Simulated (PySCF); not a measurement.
CH₃F₃Si. Atoms are numbered in the order given.

```xyz
8

Si     0.0000     0.0000    -1.5150
C      0.0000     0.0000     0.4146
F     -1.0848    -0.6263     0.9116
F      0.0000     1.2526     0.9116
F      1.0848    -0.6263     0.9116
H      0.0000    -1.4159    -1.9637
H      1.2262     0.7079    -1.9637
H     -1.2262     0.7079    -1.9637
```
Charge 0, spin multiplicity 1.

The structure is a stationary point at ωB97X-D3(BJ)/def2-SVP.

Level of theory: CAM-B3LYP/def2-TZVP in PySCF.

Symmetry labels are those of the subgroup Cs that the program uses (full group C3v).

Computed valence orbital energies around the gap with their symmetry:
| orbital | symmetry | energy (eV) |
|---|---|---|
| HOMO−7 | A" | -14.98 |
| HOMO−6 | A' | -14.98 |
| HOMO−5 | A' | -14.00 |
| HOMO−4 | A" | -14.00 |
| HOMO−3 | A" | -13.35 |
| HOMO−2 | A" | -11.96 |
| HOMO−1 | A' | -11.96 |
| HOMO | A' | -11.13 |
| LUMO | A' | 1.02 |
| LUMO+1 | A' | 1.79 |
| LUMO+2 | A" | 1.79 |
| LUMO+3 | A' | 2.30 |
